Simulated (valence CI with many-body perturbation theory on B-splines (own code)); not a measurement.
Energy levels of Br¹³⁺

Calculated by relativistic CI+MBPT: four valence electrons over a frozen Dirac-Fock core [Ar], a basis of 7 s, 7 p, 8 d, 6 f, 4 g, 1 h functions for each j, with the one-electron correlation potential Σ1, the two-electron term Σ2, the three-electron term Σ3, Breit, model QED; selected CI, second order for the rest, scaled by the run's own slope (own B-spline code, finite nucleus).

No measured levels were compared; by estimate terms of the open shell hold to 2 to 4 % of their energy, and close levels can change places. Only levels of the ground parity were solved; by the run's estimate the other parity begins above the list, which can be wrong where configurations are misplaced.

Levels 1 to 31 of 31, with energies above the lowest level, 3d4 5D_0. "Leading %" is the weight of the configuration and term that name the level; weights of strongly mixed levels are sums over their largest components and can fall short, so below about 35 % the name and the second component can differ from the true leading terms, or belong to a minority configuration.

| No. | Configuration | Term | J | E (cm⁻¹) | Leading % | g | Second component |
| --- | --- | --- | --- | --- | --- | --- | --- |
| 1 | 3d4 | 5D | 0 | 0.0 | 95 |  | 5 % 3d4 3P |
| 2 | 3d4 | 5D | 1 | 1884 | 97 | 1.499 |  |
| 3 | 3d4 | 5D | 2 | 4785 | 99 | 1.497 |  |
| 4 | 3d4 | 5D | 3 | 8180 | 99 | 1.495 |  |
| 5 | 3d4 | 5D | 4 | 11812 | 97 | 1.492 |  |
| 6 | 3d4 | 3P | 0 | 47517 | 88 |  | 7 % 3d4 1S |
| 7 | 3d4 | 3H | 4 | 52073 | 74 | 0.878 | 11 % 3d4 3G |
| 8 | 3d4 | 3P | 1 | 56478 | 95 | 1.479 |  |
| 9 | 3d4 | 3H | 5 | 56512 | 89 | 1.050 | 11 % 3d4 3G |
| 10 | 3d4 | 3H | 6 | 59438 | 95 | 1.157 | 5 % 3d4 1I |
| 11 | 3d4 | 3F | 3 | 59574 | 57 | 0.948 | 41 % 3d4 3G |
| 12 | 3d4 | 3F | 2 | 60762 | 96 | 0.682 |  |
| 13 | 3d4 | 3F | 4 | 62704 | 62 | 1.132 | 20 % 3d4 3H |
| 14 | 3d4 | 3P | 2 | 67383 | 91 | 1.469 | 8 % 3d4 3D |
| 15 | 3d4 | 3G | 3 | 70066 | 57 | 0.891 | 42 % 3d4 3F |
| 16 | 3d4 | 3G | 4 | 70428 | 68 | 1.071 | 16 % 3d4 1G |
| 17 | 3d4 | 3G | 5 | 73847 | 89 | 1.180 | 11 % 3d4 3H |
| 18 | 3d4 | 3D | 3 | 82623 | 96 | 1.322 |  |
| 19 | 3d4 | 3D | 2 | 84047 | 82 | 1.167 | 8 % 3d4 1D |
| 20 | 3d4 | 1I | 6 | 84704 | 95 | 1.007 | 5 % 3d4 3H |
| 21 | 3d4 | 3D | 1 | 86159 | 97 | 0.522 |  |
| 22 | 3d4 | 1G | 4 | 89384 | 76 | 1.022 | 12 % 3d4 3F |
| 23 | 3d4 | 1S | 0 | 95315 | 92 |  | 8 % 3d4 3P |
| 24 | 3d4 | 1D | 2 | 106120 | 85 | 1.016 | 7 % 3d4 3D |
| 25 | 3d4 | 1F | 3 | 116660 | 91 | 1.010 | 5 % 3d4 3F |
| 26 | 3d4 | 3P | 2 | 134370 | 96 | 1.481 |  |
| 27 | 3d4 | 3F | 4 | 137290 | 96 | 1.240 |  |
| 28 | 3d4 | 3F | 2 | 138840 | 97 | 0.679 |  |
| 29 | 3d4 | 3F | 3 | 140070 | 93 | 1.078 | 6 % 3d4 1F |
| 30 | 3d4 | 3P | 1 | 142790 | 99 | 1.497 |  |
| 31 | 3d4 | 3P | 0 | 146950 | 98 |  |  |

Names give the largest LS component (configuration and term), which can be under half, so a name can repeat, a term be missing and a line seem to break the LS rules; names also repeat where a configuration has a term twice.

The ionisation energy to 3d3 4F_3/2 of the next ion comes out as 435.51 eV (NIST: 436 ± 3 eV (theoretical)). All 31 levels together are meant to be complete up to 152890 cm⁻¹.
